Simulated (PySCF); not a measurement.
PySCF 2.14 output of an unrestricted r2SCAN calculation on a single atom or ion in x2c-TZVPPall (11s7p7d3f1g, 97 functions), with the spin-free X2C one-electron Hamiltonian (Gaussian nucleus):

```
SCF conv_tol = 1e-09
number electrons alpha = 39  beta = 38
    J. W. Furness, A. D. Kaplan, J. Ning, J. P. Perdew, and J. Sun.,  J. Phys. Chem. Lett. 11, 8208-8215 (2020)
    J. W. Furness, A. D. Kaplan, J. Ning, J. P. Perdew, and J. Sun.,  J. Phys. Chem. Lett. 11, 9248-9248 (2020)
    J. W. Furness, A. D. Kaplan, J. Ning, J. P. Perdew, and J. Sun.,  J. Phys. Chem. Lett. 11, 8208-8215 (2020)
    J. W. Furness, A. D. Kaplan, J. Ning, J. P. Perdew, and J. Sun.,  J. Phys. Chem. Lett. 11, 9248-9248 (2020)
cycle= 1 E= -19623.4401201327  delta_E= -0.0213  |g|= 0.19  |ddm|= 0.299
cycle= 2 E= -19623.4403954061  delta_E= -0.000275  |g|= 0.158  |ddm|= 0.11
cycle= 3 E= -19623.4420707048  delta_E= -0.00168  |g|= 0.0133  |ddm|= 0.0583
cycle= 4 E= -19623.4420965743  delta_E= -2.59e-05  |g|= 0.000667  |ddm|= 0.0076
cycle= 5 E= -19623.4420968052  delta_E= -2.31e-07  |g|= 0.000143  |ddm|= 0.00168
cycle= 6 E= -19623.4420968123  delta_E= -7.1e-09  |g|= 1.32e-05  |ddm|= 0.000258
cycle= 7 E= -19623.4420968124  delta_E= -8.73e-11  |g|= 8.74e-07  |ddm|= 3.79e-05
converged SCF energy = -19623.4420968124  <S^2> = 0.75394158  2S+1 = 2.0039377
```

The run itself started from symmetry-adapted Hartree-Fock orbitals and held the occupation by maximum overlap, on a logarithmic radial grid, so the iterations belong to that start.

**Question.** Which element, charge and spin multiplicity is this?

**Answer.** Hg³⁺ (mercury, charge +3), multiplicity 2; the state was [Xe] 4f14 5d9, 2D determinant.

Spin-orbit coupling, absent here, splits the open shell strongly.
